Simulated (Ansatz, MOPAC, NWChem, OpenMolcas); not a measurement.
**RbI (SMILES [Rb][I]): the HOMO–LUMO gap, rung by rung**

The species is RbI (2 atoms), meant as a singlet with charge 0. As SMILES, `[Rb][I]`. Geometry: the measured bond length.

```xyz
2

Rb    0.0000    0.0000    0.0000
I     0.0000    0.0000    3.1769
```

Each level gives the HOMO–LUMO gap (eV). The values are calculated.

```csv
level,kind,program,value (eV),CPU time
PM7,semi-empirical,MOPAC,10.07,under 2 s
HF/def2-TZVPP (core potential),Hartree–Fock,NWChem,7.29,21 s
SVWN5/def2-TZVPP (core potential),LDA,Ansatz,2.57,3.7 s
BLYP/def2-TZVPP (core potential),GGA,NWChem,2.19,21 s
TPSS/def2-TZVPP (core potential),meta-GGA,OpenMolcas,2.56,8.8 s
r2SCAN/def2-TZVPP (core potential),meta-GGA,Ansatz,3.28,12 s
B3LYP/def2-TZVPP (core potential),global hybrid,Ansatz,3.41,7.3 s
M06-2X/def2-TZVPP (core potential),hybrid meta-GGA,OpenMolcas,5.00,8.2 s
CAM-B3LYP/def2-TZVPP (core potential),range-separated hybrid,Ansatz,5.49,8.8 s
B2PLYP/def2-TZVPP (core potential),double hybrid,Ansatz,5.10,11 s
```

The values span 2.19 to 10.07 eV. Orbital gaps aren't excitation energies, and those of double hybrids come from the SCF part alone; they tend to grow with the share of exact exchange. Times are those of the runs behind each value, whatever else they computed, on shared processors of several kinds: orders of magnitude only.
